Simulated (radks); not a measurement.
Values are calculated unless marked as measured or tabulated.
Question: These are the eigenvalues of the occupied orbitals of an atom or ion with whole-number occupations (Ry). Code: a radial shooting solver on a logarithmic mesh with Libxc functionals. Model: Dirac Kohn-Sham, PBE, spin-unpolarised, spherical densities, finite nucleus; Fermi nuclear charge, rms radius of each element as measured or else 0.836 A^(1/3) + 0.57 fm.

1s1/2: -2042.140
2s1/2: -308.7705
2p1/2: -288.1957
2p3/2: -272.6963
3s1/2: -61.51787
3p1/2: -53.21430
3p3/2: -50.41368
3d3/2: -35.72944
3d5/2: -35.15555
4s1/2: -12.32639
4p1/2: -9.59830
4p3/2: -9.10057
4d3/2: -4.82436
4d5/2: -4.75462

Which element is it, and in what charge state? The configuration may be excited.

Answer: Z = 49, indium, charge +4: In4+ in [Kr] 4d(3/2: 4, 5/2: 5). The list shows which subshells hold electrons but not how many an open one holds; the 1s level, -1021.1 hartree, gives Z - s = 45.2 by -(Z - s)^2/2, which with screening and relativity narrows Z to a few neighbours, and the depths of the outer levels then fix element, charge and occupations together.
